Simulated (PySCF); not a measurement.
BeGeH4S. Atoms are numbered in the order given.

```xyz
7

Be     0.2498     0.4618    -0.6357
S      0.8440     1.5394    -2.0926
H      2.1340     1.2392    -1.7928
Ge    -0.4584    -0.7634     1.0407
H     -0.4525    -2.2851     0.7361
H      0.3995    -0.5827     2.3220
H     -1.9141    -0.4187     1.4564
```
Charge 0, spin multiplicity 1.

Geometry: PBE-D3(BJ)/def2-TZVP. The values are those of a single conformer.

Method: HF/pcSseg-2 in PySCF.

GIAO shieldings, no solvent; atoms alike by connectivity are averaged. δ = σ(ref) − σ: ³³S against H2S (σ = 707.7 ppm); ¹H against TMS (σ = 31.98 ppm); ⁷³Ge against GeH4 (σ = 1766.1 ppm), references at their B3LYP-D3(BJ)/def2-TZVP geometries, non-relativistic.

Computed chemical shifts:
```csv
nucleus,atoms,count,δ (ppm)
³³S,S2,1,14.3
¹H,"H5, H6, H7",3,3.25
¹H,H3,1,0.87
⁷³Ge,Ge4,1,-95.0
```
